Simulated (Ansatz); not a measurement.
Relaxation of ClH9HfNO2PSi (16 atoms, charge 0, multiplicity 1), to a largest force component of 0.03 eV/Å in at most 50 steps.

All numbers below come from RKS PBE/def2-SVP in Ansatz 0.2.0.

```xyz
16
Properties=species:S:1:pos:R:3
Hf 0.300 -0.563 -0.697
O -0.380 0.014 2.447
Si -1.644 -0.483 3.470
H -2.486 -1.504 2.757
H -1.083 -1.085 4.731
H -2.488 0.710 3.817
Cl 1.362 -0.415 -2.813
N -0.270 1.325 -0.221
H -0.505 2.097 -0.875
H -0.545 1.566 0.755
O -1.170 -1.815 -0.812
H -2.114 -2.043 -0.959
P 1.957 -1.539 1.038
H 1.214 -2.762 1.236
H 2.881 -2.159 0.122
H 0.540 -0.177 2.766
```

**Question.** Where does it end, and by what steps?

**Answer.** The run converged. After 43 steps the energy has fallen by 0.479 eV; H6 moved furthest, 1.92 Å. Joined: Hf1–O2 (3.27 → 2.26 Å).

| step | energy less start (eV) | largest force component (eV/Å) | accepted |
| --- | --- | --- | --- |
| 0 | 0.0000 | 0.710 | yes |
| 2 | -0.0982 | 0.737 | yes |
| 4 | -0.2369 | 0.351 | yes |
| 6 | -0.3025 | 0.227 | yes |
| 8 | -0.3089 | 0.837 | no |
| 10 | -0.3430 | 0.074 | yes |
| 12 | -0.3540 | 0.259 | yes |
| 14 | -0.3607 | 0.084 | yes |
| 16 | -0.3723 | 0.122 | yes |
| 18 | -0.3821 | 0.322 | yes |
| 20 | -0.4063 | 0.125 | yes |
| 22 | -0.4184 | 0.306 | yes |
| 24 | -0.4312 | 0.115 | yes |
| 26 | -0.4383 | 0.131 | yes |
| 28 | -0.4451 | 0.287 | yes |
| 30 | -0.4538 | 0.174 | yes |
| 32 | -0.4610 | 0.152 | yes |
| 34 | -0.4659 | 0.184 | yes |
| 36 | -0.4726 | 0.127 | yes |
| 38 | -0.4762 | 0.085 | yes |
| 40 | -0.4786 | 0.042 | yes |
| 42 | -0.4792 | 0.034 | yes |
| 43 | -0.4794 | 0.014 | yes |

```xyz
16
Properties=species:S:1:pos:R:3
Hf 0.102 -0.463 0.044
O -0.434 -0.197 2.223
Si -1.959 -0.957 2.746
H -2.018 -2.452 2.831
H -1.787 -0.535 4.202
H -3.221 -0.263 2.330
Cl -0.002 -1.017 -2.277
N 0.486 1.533 0.016
H 0.931 1.996 -0.787
H 0.164 2.258 0.667
O -1.684 -1.316 0.623
H -2.381 -1.742 0.094
P 2.331 -1.566 0.914
H 1.892 -2.887 0.526
H 3.007 -1.329 -0.338
H 0.143 0.105 2.949
```

Run time: 4 min on 4 threads of Intel(R) Xeon(R) Platinum 8259CL CPU @ 2.50GHz (Skylake/Cascade Lake) (shared host), peak memory 0.33 GiB.
